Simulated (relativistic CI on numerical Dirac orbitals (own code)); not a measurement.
Spin-allowed bands of a d7 ion in an octahedral site, by hand

Problem. Take Δ = 7000 cm⁻¹ and B = 690 cm⁻¹ for a high-spin d7 ion in an octahedral site. Calculate the three spin-allowed bands.

Working.
1. The terms of highest spin are 4F (energy 0) and 4P (15B = 10350 cm⁻¹). Here the F term splits into A2 at +1.2Δ = 8400, T2 at +0.2Δ = 1400 and T1 at −0.6Δ = -4200 cm⁻¹.
2. The two T1 states mix through the element 0.4Δ: H = [[-4200, 2800], [2800, 10350]], with roots ½(H₁₁ + H₂₂) ∓ ½√[(H₂₂ − H₁₁)² + 4H₁₂²] = ½(6150) ∓ ½(15590) = -4720 and 10870 cm⁻¹.
3. The ground term is 4T1 at -4720 cm⁻¹.
4. Bands: 4T2 6120 cm⁻¹ (1634 nm), 4A2 13120 cm⁻¹ (762 nm), 4T1(P) 15590 cm⁻¹ (641 nm).

Check. Exact diagonalisation of the whole d7 shell with these parameters gives 4T2 6120, 4A2 13120, 4T1 15590 cm⁻¹. The match is exact, since without spin-orbit coupling no other term has this spin. The ratio of the second band to the first, 2.144, depends on Δ/B = 10.1 alone, which is how a Tanabe-Sugano diagram is read.
